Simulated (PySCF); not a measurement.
Species: C8H12P (charge -1).
Geometry (PBE0-D3(BJ)/def2-SVP, Å), atoms numbered from 1 in this order:
```
atom  x, y, z in Å
C1     4.8857   -0.4607   -0.1465
C2     3.4547   -0.9078   -0.0712
C3     2.3536   -0.0461   -0.1229
C4     1.1034   -0.7040   -0.0214
C5    -0.2233    0.0229   -0.0398
C6    -0.9491   -0.0744    1.3049
C7    -1.1325   -0.4547   -1.1740
C8     1.2553   -2.0911    0.1112
P9     2.9441   -2.5903    0.1082
H10    5.0850    0.1737   -1.0321
H11    5.5719   -1.3221   -0.2076
H12    5.1976    0.1330    0.7358
H13    2.4386    1.0442   -0.2351
H14   -0.0052    1.0925   -0.2200
H15   -1.1694   -1.1278    1.5437
H16   -1.9038    0.4843    1.3068
H17   -0.3141    0.3156    2.1151
H18   -0.6300   -0.3425   -2.1469
H19   -1.3693   -1.5244   -1.0522
H20   -2.0871    0.1026   -1.2050
H21    0.4116   -2.7848    0.2028
```

Level: PBE0/pcSseg-1 in PySCF, non-relativistic, on one gas-phase PBE0-D3(BJ)/def2-SVP geometry that isn't relaxed in the solvent. The solvent is an IEF-PCM continuum (cavity from Bondi-type radii × 1.2). Only the electrostatic response of the medium enters.

Gas phase at PBE0/pcSseg-1: HOMO -0.36 eV, LUMO 4.80 eV.

Task: What does the continuum do to the energy and the frontier levels at PBE0/pcSseg-1 in chloroform and water?

Result: 
| solvent | ε | E(solvent) − E(gas) (kJ/mol) | polarisation term (kJ/mol) | distortion of the solute (kJ/mol) | HOMO (eV) | LUMO (eV) |
| --- | --- | --- | --- | --- | --- | --- |
| chloroform | 4.711 | -175.43 | -183.33 | 7.90 | -3.78 | 1.96 |
| water | 78.36 | -228.58 | -245.35 | 16.77 | -4.75 | 1.01 |

The first energy column is the sum of the next two and covers electrostatics alone. From chloroform to water the lowering changes by a factor 1.30, Born's factor 1 − 1/ε by 1.25 and ε itself by 16.6.

Task: Which radius a makes Born's formula ΔE = −(q²/2a)(1 − 1/ε) give the value in water?

Result: a = q²(1 − 1/ε)/(2|ΔE|) = 3.00 Å, with q = -1 e and |ΔE| = 0.0871 Eh; the farthest nucleus lies 4.46 Å from the centroid of the nuclei. The formula assumes a point charge at the centre of a sphere.

Task: Which Hirshfeld charges (PBE0/pcSseg-1) respond most in chloroform (means over atoms taken as equivalent)?

Result: 
| atoms | environment | gas (e) | solvent (e) | change |
| --- | --- | --- | --- | --- |
| P9 | phosphorus bonded to 2 C | -0.226 | -0.289 | -0.063 |
| C8 | aromatic CH carbon | -0.200 | -0.211 | -0.011 |
| H13 | aromatic hydrogen | 0.000 | +0.010 | +0.010 |
| H10/H11/H12 | methyl hydrogen | +0.013 | +0.022 | +0.009 |
| C2 | substituted aromatic carbon | -0.123 | -0.130 | -0.007 |
| H21 | aromatic hydrogen | -0.003 | +0.003 | +0.006 |
| H15 (×6) | methyl hydrogen | +0.022 | +0.028 | +0.006 |
| H14 | methine hydrogen | +0.018 | +0.024 | +0.006 |
